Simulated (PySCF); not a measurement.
Basis and Hamiltonian dependence of the ionisation energy of Ar⁺

Ar⁺ [Ne] 3s2 3p5 (2P) → Ar²⁺ [Ne] 3s2 3p4 (3P). All values are computed (PySCF 2.14, energy differences of UHF-based or UKS calculations, no spin-orbit coupling). Values in eV.

```json
{"basis": "6-31G*", "Hamiltonian": "non-relativistic", "functions": "18", "UHF": "26.385", "PBE": "n/a", "PBE0": "27.629", "MP2 (valence)": "26.948", "CCSD(T) (valence)": "26.889", "CCSD(T) (valence and next inner shell)": "n/a"}
{"basis": "x2c-SVPall", "Hamiltonian": "spin-free X2C", "functions": "18", "UHF": "26.652", "PBE": "27.778", "PBE0": "27.824", "MP2 (valence)": "27.305", "CCSD(T) (valence)": "27.241", "CCSD(T) (valence and next inner shell)": "n/a"}
{"basis": "cc-pVDZ-DK", "Hamiltonian": "spin-free X2C", "functions": "18", "UHF": "26.416", "PBE": "n/a", "PBE0": "n/a", "MP2 (valence)": "27.049", "CCSD(T) (valence)": "26.990", "CCSD(T) (valence and next inner shell)": "n/a"}
{"basis": "Sapporo-DZP-2012", "Hamiltonian": "spin-free X2C", "functions": "27", "UHF": "26.399", "PBE": "n/a", "PBE0": "n/a", "MP2 (valence)": "27.118", "CCSD(T) (valence)": "27.050", "CCSD(T) (valence and next inner shell)": "n/a"}
{"basis": "cc-pVTZ-DK", "Hamiltonian": "spin-free X2C", "functions": "34", "UHF": "26.361", "PBE": "27.589", "PBE0": "27.601", "MP2 (valence)": "27.326", "CCSD(T) (valence)": "27.327", "CCSD(T) (valence and next inner shell)": "n/a"}
{"basis": "x2c-TZVPall", "Hamiltonian": "spin-free X2C", "functions": "37", "UHF": "26.368", "PBE": "n/a", "PBE0": "n/a", "MP2 (valence)": "27.331", "CCSD(T) (valence)": "27.330", "CCSD(T) (valence and next inner shell)": "n/a"}
{"basis": "aug-cc-pV(T+d)Z", "Hamiltonian": "non-relativistic", "functions": "55", "UHF": "26.372", "PBE": "27.599", "PBE0": "27.612", "MP2 (valence)": "27.371", "CCSD(T) (valence)": "27.374", "CCSD(T) (valence and next inner shell)": "n/a"}
{"basis": "aug-cc-pV(T+d)Z with one added diffuse shell each of s, p, d, f type", "Hamiltonian": "non-relativistic", "functions": "71", "UHF": "26.373", "PBE": "27.599", "PBE0": "27.612", "MP2 (valence)": "27.372", "CCSD(T) (valence)": "27.376", "CCSD(T) (valence and next inner shell)": "n/a"}
{"basis": "aug-cc-pwCVTZ", "Hamiltonian": "non-relativistic", "functions": "75", "UHF": "26.366", "PBE": "27.603", "PBE0": "27.613", "MP2 (valence)": "27.379", "CCSD(T) (valence)": "27.382", "CCSD(T) (valence and next inner shell)": "27.412"}
{"basis": "dyall-av3z", "Hamiltonian": "spin-free X2C", "functions": "84", "UHF": "26.356", "PBE": "27.579", "PBE0": "27.592", "MP2 (valence)": "27.362", "CCSD(T) (valence)": "27.368", "CCSD(T) (valence and next inner shell)": "n/a"}
{"basis": "dyall-av3z", "Hamiltonian": "non-relativistic", "functions": "84", "UHF": "26.371", "PBE": "27.593", "PBE0": "27.607", "MP2 (valence)": "27.374", "CCSD(T) (valence)": "27.380", "CCSD(T) (valence and next inner shell)": "n/a"}
{"basis": "aug-cc-pV(Q+d)Z", "Hamiltonian": "non-relativistic", "functions": "89", "UHF": "26.372", "PBE": "27.597", "PBE0": "27.610", "MP2 (valence)": "27.497", "CCSD(T) (valence)": "27.522", "CCSD(T) (valence and next inner shell)": "n/a"}
{"basis": "aug-cc-pCVQZ-DK", "Hamiltonian": "spin-free X2C", "functions": "134", "UHF": "26.354", "PBE": "27.578", "PBE0": "27.591", "MP2 (valence)": "27.488", "CCSD(T) (valence)": "n/a", "CCSD(T) (valence and next inner shell)": "n/a"}
{"basis": "aug-cc-pwCVQZ", "Hamiltonian": "non-relativistic", "functions": "134", "UHF": "26.369", "PBE": "27.592", "PBE0": "27.605", "MP2 (valence)": "27.506", "CCSD(T) (valence)": "n/a", "CCSD(T) (valence and next inner shell)": "n/a"}
```

Extrapolation of CCSD(T) (valence) from aug-cc-pV(T+d)Z and aug-cc-pV(Q+d)Z: the correlation parts are 1.002 and 1.150 eV; with the X⁻³ form and unrounded values, (4³ × 1.150 − 3³ × 1.002)/(4³ − 3³) = 1.258 eV, and adding the Hartree-Fock value 26.372 eV of the larger basis gives 27.630 eV.

Extrapolation of MP2 (valence) from aug-cc-pwCVTZ and aug-cc-pwCVQZ: the correlation parts are 1.013 and 1.138 eV; with the X⁻³ form and unrounded values, (4³ × 1.138 − 3³ × 1.013)/(4³ − 3³) = 1.229 eV, and adding the Hartree-Fock value 26.369 eV of the larger basis gives 27.597 eV.

Frozen in the all-electron rows: valence: [Ne]; valence and next inner shell: 1s2.

Between the lowest levels the reference is 27.630 eV (measured; NIST Atomic Spectra Database, ionization energies); it includes spin-orbit coupling, which these numbers lack.
